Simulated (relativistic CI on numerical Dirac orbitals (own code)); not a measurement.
# Pd5+: M2,3 absorption edge

Computed with this model: Dirac-Coulomb-Breit CI, KLI orbitals optimised for each configuration, model QED, multiplet model of core-to-valence dipole absorption, unscaled Slater integrals; configurations [Kr] 4d5 → [Ne] 3s2 3p5 3d10 4s2 4p6 4d6; 300 K; Lorentzian 2 eV and Gaussian 0.4 eV FWHM. Energies are those of the free ion, without screening or charge transfer. The branching ratio is the share of the lower-energy edge in the whole absorption, uncertain by about 0.02 where the edges overlap. S is read from ⟨S²⟩ = S(S + 1).

Field parameters in Wybourne normalisation: Td as Oh with Dq negative (B⁴₀ = 21Dq, B⁴₄ = √(5/14) B⁴₀). The field is a parameter set, without covalency.

Computed curve for Td, 10Dq = -18050 cm⁻¹, scaled to 100 at the maximum (points under 2 are left out and the grid is thinned):

| Energy (eV) | Intensity |
| --- | --- |
| 534.50 | 2.0 |
| 535.25 | 2.4 |
| 536.00 | 3.0 |
| 536.75 | 3.7 |
| 537.50 | 4.7 |
| 538.25 | 6.2 |
| 539.00 | 8.6 |
| 539.75 | 12.9 |
| 540.50 | 21.5 |
| 541.25 | 40.1 |
| 542.00 | 66.6 |
| 542.75 | 73.6 |
| 543.50 | 81.1 |
| 544.25 | 100.0 |
| 545.00 | 82.7 |
| 545.75 | 49.9 |
| 546.50 | 29.3 |
| 547.25 | 17.6 |
| 548.00 | 11.3 |
| 548.75 | 7.8 |
| 549.75 | 5.2 |
| 550.50 | 4.0 |
| 551.25 | 3.3 |
| 552.00 | 2.7 |
| 552.75 | 2.3 |
| 567.25 | 2.2 |
| 568.00 | 2.9 |
| 568.75 | 4.4 |
| 569.50 | 7.3 |
| 570.25 | 13.6 |
| 571.00 | 20.3 |
| 571.75 | 20.3 |
| 572.50 | 23.9 |
| 573.25 | 28.9 |
| 574.00 | 21.9 |
| 574.75 | 12.0 |
| 575.50 | 6.6 |
| 576.25 | 4.1 |
| 577.00 | 2.8 |
| 577.75 | 2.0 |

The ground state has S = 2.48, and the centroid lies at 550.03 eV.
